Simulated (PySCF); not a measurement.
C4H6F2. Atoms are numbered in the order given.

```xyz
12

F      0.0000    -2.1430    -0.4527
C      0.0000    -1.0563     0.3728
C     -1.0766     0.0000     0.1119
C      0.0000     1.0563     0.3728
F      0.0000     2.1430    -0.4527
C      1.0766     0.0000     0.1119
H      0.0000    -1.4198     1.4139
H     -1.9967     0.0000     0.7120
H     -1.3267     0.0000    -0.9597
H      0.0000     1.4198     1.4139
H      1.3267     0.0000    -0.9597
H      1.9967     0.0000     0.7120
```

Coordinates come from a PBE0-D3(BJ)/def2-SVP optimisation. The structure was generated by enumeration; whether it is a known compound was not checked.

Calculation: B3LYP/pcSseg-1 (PySCF).

GIAO shieldings, no solvent; atoms listed in one row are averaged. δ = σ(ref) − σ: ¹⁹F against CFCl3 (σ = 161.7 ppm); ¹³C against TMS (σ = 181.3 ppm); ¹H against TMS (σ = 31.68 ppm), references at their B3LYP-D3(BJ)/def2-TZVP geometries, non-relativistic.

Computed chemical shifts:
```json
[
 {"nucleus": "¹⁹F", "atoms": "F1, F5", "count": "2", "δ (ppm)": "-200.2"},
 {"nucleus": "¹³C", "atoms": "C2, C4", "count": "2", "δ (ppm)": "81.1"},
 {"nucleus": "¹³C", "atoms": "C3, C6", "count": "2", "δ (ppm)": "45.1"},
 {"nucleus": "¹H", "atoms": "H7, H10", "count": "2", "δ (ppm)": "4.58"},
 {"nucleus": "¹H", "atoms": "H12, H8", "count": "2", "δ (ppm)": "2.99"},
 {"nucleus": "¹H", "atoms": "H11, H9", "count": "2", "δ (ppm)": "2.57"}
]
```
